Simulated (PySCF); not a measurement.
Si(Cl)(F)2(SiH3) (ClF2H3Si2), SMILES F[Si](F)([SiH3])Cl. The structure is a stationary point at PBE0-D3(BJ)/def2-SVP.

Computed equilibrium geometry at PBE0-D3(BJ)/def2-SVP (PySCF confirms it by a frequency run) as Cartesian coordinates in Å, and its point group:
point group Cs.
```xyz
8

F     -1.2980     0.3796    -1.2899
Si    -0.3633     0.1342     0.0000
F     -1.2980     0.3796     1.2899
Si     0.5457    -2.0059     0.0000
Cl     1.0934     1.5702     0.0000
H      1.3867    -2.1530     1.2229
H      1.3867    -2.1530    -1.2229
H     -0.5508    -3.0172     0.0000
```
Charge 0, spin multiplicity 1.
